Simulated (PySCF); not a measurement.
F$_{3}$Sc, charge -1, doublet, at a GFN2-xTB geometry (such geometries of metal compounds can be far from the true shape) (the multiplicity is a formal guess) (in this run its highest filled SCF level lies above zero, so its values depend strongly on the basis, on diffuse functions most of all); BHANDHLYP/STO-3G (PySCF).

The PySCF input:
```python
from pyscf import gto, scf, dft

mol = gto.M(
    atom='''
Sc   -0.00000000   -0.00000000    0.00000000
F    -1.55788298   -0.96553266    0.06591834
F    -0.00103869    1.69583093   -0.69839409
F     1.55892167   -0.73029827    0.63247575
''',
    basis='sto-3g',
    charge=-1,
    spin=1,
    verbose=4,
)

mf = dft.UKS(mol)
mf.xc = 'bhandhlyp'
mf.grids.atom_grid = (99, 590)
mf.grids.prune = None
mf.kernel()
```

The log (banner, timings and long lists left out):

```
PySCF version 2.14.0

[INPUT] verbose = 4
[INPUT] num. atoms = 4
[INPUT] num. electrons = 49
[INPUT] charge = -1
[INPUT] spin (= nelec alpha-beta = 2S) = 1
[INPUT] symmetry False subgroup None
[INPUT] Mole.unit = angstrom
[INPUT] Symbol           X                Y                Z      unit          X                Y                Z       unit  Magmom
[INPUT]  1 Sc     0.000000000000   0.000000000000   0.000000000000 AA    0.000000000000   0.000000000000   0.000000000000 Bohr   0.0
[INPUT]  2 F     -1.557882980000  -0.965532660000   0.065918340000 AA   -2.943972166321  -1.824592291723   0.124567609186 Bohr   0.0
[INPUT]  3 F     -0.001038690000   1.695830930000  -0.698394090000 AA   -0.001962839628   3.204656011266  -1.319773557115 Bohr   0.0
[INPUT]  4 F      1.558921670000  -0.730298270000   0.632475750000 AA    2.945935005950  -1.380063719544   1.195205947929 Bohr   0.0

nuclear repulsion = 204.079963617464
number of shells = 17
number of NR pGTOs = 99
number of NR cGTOs = 33
basis = sto-3g
ecp = {}

******** <class 'pyscf.dft.uks.UKS'> ********
method = UKS
initial guess = minao
damping factor = 0
level_shift factor = 0
DIIS = <class 'pyscf.scf.diis.CDIIS'>
diis_start_cycle = 1
diis_space = 8
diis_damp = 0
SCF conv_tol = 1e-09
SCF conv_tol_grad = None
SCF max_cycles = 50
direct_scf = True
direct_scf_tol = 1e-13
number electrons alpha = 25  beta = 24
XC library pyscf.dft.libxc version 7.1.2
    S. Lehtola, C. Steigemann, M. J. T. Oliveira, and M. A. L. Marques,  SoftwareX 7, 1–5 (2018)
XC functionals = bhandhlyp
    A. D. Becke,  J. Chem. Phys. 98, 1372 (1993)
    Defined through Gaussian implementation.
radial grids:
    Treutler-Ahlrichs [JCP 102, 346 (1995); DOI:10.1063/1.469408] (M4) radial grids

becke partition: Becke, JCP 88, 2547 (1988); DOI:10.1063/1.454033
pruning grids: None
grids dens level: 3
symmetrized grids: False
atomic radii adjust function: <function treutler_atomic_radii_adjust>
User specified grid scheme (99, 590)
small_rho_cutoff = 0
Set gradient conv threshold to 3.16228e-05
tot grids = 233640
init E= -1047.47136106449

cycle= 1 E= -1048.12154676698  delta_E= -0.65  |g|= 0.458  |ddm|= 1.92
cycle= 2 E= -1048.1105723233  delta_E= 0.011  |g|= 0.584  |ddm|=  1.5
cycle= 3 E= -1048.3286671839  delta_E= -0.218  |g|= 0.0225  |ddm|= 0.688
cycle= 4 E= -1048.32954645619  delta_E= -0.000879  |g|= 0.00436  |ddm|= 0.0965
cycle= 5 E= -1048.32959305737  delta_E= -4.66e-05  |g|= 0.000783  |ddm|= 0.0267
cycle= 6 E= -1048.32959452286  delta_E= -1.47e-06  |g|= 0.000178  |ddm|= 0.00335
cycle= 7 E= -1048.32959459869  delta_E= -7.58e-08  |g|= 3.31e-05  |ddm|= 0.00073
cycle= 8 E= -1048.32959460192  delta_E= -3.23e-09  |g|= 6.61e-06  |ddm|= 0.000167
cycle= 9 E= -1048.32959460197  delta_E= -4.5e-11  |g|= 4.13e-06  |ddm|= 1.81e-05
Extra cycle  E= -1048.32959460197  delta_E= -5e-12  |g|= 3.87e-06  |ddm|= 1.1e-05
converged SCF energy = -1048.32959460197  <S^2> = 0.75382109  2S+1 = 2.0038174
```
